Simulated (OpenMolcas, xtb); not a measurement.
SnH2O2 (SMILES [OH][Sn][OH]): the vertical ionisation energy, rung by rung

SnH2O2: 5 atoms, total charge 0, spin state singlet. As SMILES, `[OH][Sn][OH]`. The shape is that of a PBE0-D4/def2-TZVP optimisation. This is one conformer, not always the lowest.

Each level gives the vertical ionisation energy (to the doublet cation) (eV). The values are calculated.

```json
{"level": "GFN2-xTB", "kind": "semi-empirical", "program": "xtb", "value (eV)": "14.95", "less CCSD(T)/def2-SVP": "+5.56", "CPU time (all runs)": "under 2 s"}
{"level": "GFN1-xTB", "kind": "semi-empirical", "program": "xtb", "value (eV)": "16.16", "less CCSD(T)/def2-SVP": "+6.77", "CPU time (all runs)": "under 2 s"}
{"level": "HF/def2-SVP (core potential)", "kind": "Hartree–Fock", "program": "OpenMolcas", "value (eV)": "8.93", "less CCSD(T)/def2-SVP": "-0.46", "CPU time (all runs)": "8.5 s"}
{"level": "SVWN5/def2-SVP (core potential)", "kind": "LDA", "program": "OpenMolcas", "value (eV)": "9.63", "less CCSD(T)/def2-SVP": "+0.24", "CPU time (all runs)": "26 s"}
{"level": "PBE/def2-SVP (core potential)", "kind": "GGA", "program": "OpenMolcas", "value (eV)": "9.35", "less CCSD(T)/def2-SVP": "-0.04", "CPU time (all runs)": "40 s"}
{"level": "revPBE/def2-SVP (core potential)", "kind": "GGA", "program": "OpenMolcas", "value (eV)": "9.27", "less CCSD(T)/def2-SVP": "-0.12", "CPU time (all runs)": "41 s"}
{"level": "r2SCAN/def2-SVP (core potential)", "kind": "meta-GGA", "program": "OpenMolcas", "value (eV)": "9.50", "less CCSD(T)/def2-SVP": "+0.11", "CPU time (all runs)": "54 s"}
{"level": "BHLYP/def2-SVP (core potential)", "kind": "global hybrid", "program": "OpenMolcas", "value (eV)": "9.68", "less CCSD(T)/def2-SVP": "+0.29", "CPU time (all runs)": "35 s"}
{"level": "CCSD(T)/def2-SVP (core potential), open shells restricted", "kind": "coupled cluster or CI", "program": "OpenMolcas", "value (eV)": "9.39", "less CCSD(T)/def2-SVP": "0.00", "CPU time (all runs)": "55 s"}
```

CCSD(T)/def2-SVP (core potential), open shells restricted is the highest level here, not the true value. Spin-orbit coupling, which can split open shells on such heavy atoms by tenths of an eV, is left out. The values span 8.93 to 16.16 eV. The xTB values lack the empirical shift that such differences need. In the correlated wave-function rows the outer d shell of Sn is correlated, in sets not made for it. Times are those of the runs behind each value, whatever else they computed, on shared processors of several kinds: orders of magnitude only.
